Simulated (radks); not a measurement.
Values are calculated unless marked as measured or tabulated.
Initial-state core-level shifts of the gold ion Au+ when its valence configuration changes from [Xe] 4f14 5d10. Code: a radial shooting solver on a logarithmic mesh with Libxc functionals. Model: non-relativistic Kohn-Sham, PBE, spin-polarised, spherical densities, point nucleus; open shells are filled with parallel spins first (spin-orbit coupling, left out, can overturn this in heavy ions); relativity is left out, which matters for an element this heavy. Shifts are changes of the shell-averaged eigenvalues in eV (positive: less bound); the change of the density at the nucleus, which sets a Mossbauer isomer shift, is in e/bohr^3, on a base of 3.538e+05.

| valence | 3p | 3d | 5s | 5p | density at nucleus |
|---|---|---|---|---|---|
| 4f13.5 5d10 6s0.5 | -10.242 | -10.162 | -3.628 | -3.258 | +21.42 |
| 4f13 5d10 6p1 | -22.149 | -21.990 | -8.727 | -7.985 | +25.81 |
| 4f13 5d10 6s1 | -20.799 | -20.642 | -7.361 | -6.620 | +44.56 |
| 4f13 5d10 6s0.5 6p0.5 | -21.482 | -21.324 | -8.052 | -7.310 | +35.32 |
| 4f14 5d9 6s1 | -4.350 | -4.362 | -4.044 | -3.895 | +20.94 |
| 4f13 5d9 6s2 | -25.678 | -25.540 | -11.781 | -10.871 | +70.73 |
| 4f14 5d8 6p2 | -11.345 | -11.372 | -10.614 | -10.278 | +5.25 |
| 4f14 5d8.5 6s1.5 | -6.662 | -6.683 | -6.158 | -5.926 | +33.01 |
| 4f12.5 5d10 6s0.5 6p1 | -32.973 | -32.740 | -12.513 | -11.396 | +49.67 |
